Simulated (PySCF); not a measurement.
[Au(NH3)2]+ (charge +1 and singlet state).
Cartesian coordinates in Å at the PBE0-D3(BJ)/def2-SVP level; atoms count from 1:
```
atom  x, y, z in Å
Au1    0.0001    0.0001    0.0000
N2    -0.0067   -0.0137    2.0648
H3    -0.4243    0.8366    2.4532
H4     0.9390   -0.0823    2.4512
H5    -0.5382   -0.8035    2.4415
N6     0.0067    0.0138   -2.0648
H7    -0.9414    0.0190   -2.4514
H8     0.4801   -0.8070   -2.4527
H9     0.4846    0.8371   -2.4418
```

The calculation used PySCF, TDDFT B3LYP/def2-SVPD, vertical, gas phase, core orbitals frozen in the response, def2 core potentials past Kr. Spin–orbit coupling is left out.

```json
{"state": "S1", "E (eV)": "6.14", "λ (nm)": "201.9", "ν̃ (cm⁻¹)": "49540", "f": "0.0000", "main configurations (H = HOMO, L = LUMO)": "H→L (99%)"}
{"state": "S2", "E (eV)": "6.51", "λ (nm)": "190.3", "ν̃ (cm⁻¹)": "52550", "f": "0.0000", "main configurations (H = HOMO, L = LUMO)": "H-2/H-1→L (97%)"}
{"state": "S3", "E (eV)": "6.51", "λ (nm)": "190.3", "ν̃ (cm⁻¹)": "52550", "f": "0.0000", "main configurations (H = HOMO, L = LUMO)": "H-2/H-1→L (97%)"}
{"state": "S4", "E (eV)": "6.88", "λ (nm)": "180.3", "ν̃ (cm⁻¹)": "55450", "f": "0.0000", "main configurations (H = HOMO, L = LUMO)": "H-3→L (98%)"}
{"state": "S5", "E (eV)": "6.88", "λ (nm)": "180.3", "ν̃ (cm⁻¹)": "55450", "f": "0.0000", "main configurations (H = HOMO, L = LUMO)": "H-4→L (98%)"}
{"state": "S6", "E (eV)": "7.21", "λ (nm)": "172.0", "ν̃ (cm⁻¹)": "58150", "f": "0.0066", "main configurations (H = HOMO, L = LUMO)": "H→L+1 (99%)"}
{"state": "S7", "E (eV)": "7.25", "λ (nm)": "171.0", "ν̃ (cm⁻¹)": "58470", "f": "0.109", "main configurations (H = HOMO, L = LUMO)": "H→L+2 (78%), H-2/H-1→L+2 (≥9%), H-2/H-1→L+3 (≥9%)"}
{"state": "S8", "E (eV)": "7.25", "λ (nm)": "171.0", "ν̃ (cm⁻¹)": "58480", "f": "0.109", "main configurations (H = HOMO, L = LUMO)": "H→L+3 (78%), H-2/H-1→L+2 (≥9%), H-2/H-1→L+3 (≥9%)"}
{"state": "S9", "E (eV)": "7.66", "λ (nm)": "162.0", "ν̃ (cm⁻¹)": "61740", "f": "0.0000", "main configurations (H = HOMO, L = LUMO)": "H-2/H-1→L+2 (49%), H-2/H-1→L+3 (49%)"}
{"state": "S10", "E (eV)": "7.66", "λ (nm)": "162.0", "ν̃ (cm⁻¹)": "61750", "f": "0.0000", "main configurations (H = HOMO, L = LUMO)": "H-2/H-1→L+3 (49%), H-2/H-1→L+2 (49%)"}
```

Triplets, Tamm–Dancoff:

```
state  E (eV)  λ (nm)  main configurations (H = HOMO, L = LUMO)
   T1    5.34   232.1                                 H→L (95%)
   T2    6.21   199.8                          H-2/H-1→L (≥95%)
   T3    6.21   199.8                          H-2/H-1→L (≥95%)
```

The lowest singlet comes at 202 nm (593 kJ/mol) in the ultraviolet; it is dark (f under 0.0005); its leading configuration is HOMO→LUMO (99%). The most intense listed level is S7/S8 at 7.25 eV (171 nm, f = 0.219 summed), 1.11 eV above S1. S2/S3, S4/S5, S7/S8 and S9/S10 lie within about 0.01 eV of each other in each set. For S1 the Löwdin share of gold is 81% in HOMO and 46% in LUMO; for S7 the Löwdin share of gold is 81% in HOMO and 78% in LUMO+2. The listed states span 1.51 eV, and the widest gap between neighbours is 0.41 eV (S8 to S9). Orbital energies (eV): HOMO-3 -13.41, HOMO-2 -13.12, HOMO-1 -13.12, HOMO -12.22, LUMO -5.14, LUMO+1 -4.08, LUMO+2 -4.03. Of the 10 states listed, 2 reach f = 0.01 and 7 stay under 0.0005. Orbitals of the list HOMO-3 to LUMO+2 that lie within 0.01 eV of each other are written together with a slash and their weights summed (≥ marks a lower bound); for degenerate orbitals outside that list single weights are arbitrary. The window holds the lowest 10 singlets.
